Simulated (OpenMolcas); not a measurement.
Au2+ (d9) among equal point charges was computed by CASSCF with the d shell active (OpenMolcas, ANO-RCC-VDZP on the metal). Its lowest spin-free states, and all those of the highest spin:

```tsv
2S+1	Degeneracy	E (cm-1)
2	2	0.0
2	3	7980
```

Task: Is the site octahedral, tetrahedral or cube-like, axial, or of lower symmetry?

Result: The states with 2S+1 = 2 have orbital degeneracies 2, 3. Threefold states need a cubic site. For d9 at this spin an octahedron puts the twofold E below the threefold T2 and a tetrahedron or cube puts the threefold T2 below the twofold E, so the site is octahedral. The first gap at this spin, 7980 cm-1, is |10Dq| in ligand-field theory. The run had Au2+ among 6 point charges of -1.5 e arranged as an octahedron (Oh), 2.04 Å from the ion.

An orbital doublet at a regular site is open to a Jahn-Teller distortion, which this geometry leaves out. Point charges carry no covalency, so the field is a model and not that of real ligands. No measured value stands beside these numbers.
